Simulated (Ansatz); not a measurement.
Frontier orbitals of CH$_{9}$NOSi$_{2}$ (`C[Si](N)(O)[SiH3]`).

The species carries charge 0 and has multiplicity 1. All single points use the PBE0-D4/def2-TZVP geometry. It is one conformer, not always the lowest. Basis def2-TZVPP, Ansatz.

| functional | HOMO (eV) | LUMO (eV) | gap (eV) |
| --- | --- | --- | --- |
| PBE | -6.01 | -0.42 | 5.59 |
| revPBE | -5.95 | -0.33 | 5.62 |
| BLYP | -5.90 | -0.32 | 5.58 |
| B97M-V | -6.41 | -0.36 | 6.05 |
| PBE0 | -7.30 | 0.42 | 7.72 |
| r2SCAN0 | -7.48 | 0.60 | 8.08 |
| LC-ωPBE | -9.93 | 2.57 | 12.50 |
| ωB97M-V | -9.43 | 2.01 | 11.44 |
| HF | -10.24 | 3.22 | 13.46 |

A quarter of exact exchange (PBE0) shifts PBE's HOMO by −1.29 eV and its LUMO by +0.84 eV; full exchange at long range (ωB97M-V) shifts them by −3.42 and +2.43 eV. The gap opens from 5.59 to 11.45 eV, since occupied levels lose self-interaction and empty ones feel all the electrons. A positive LUMO is unbound and depends on the basis.

LC-ωPBE has ω = 0.4 bohr⁻¹.
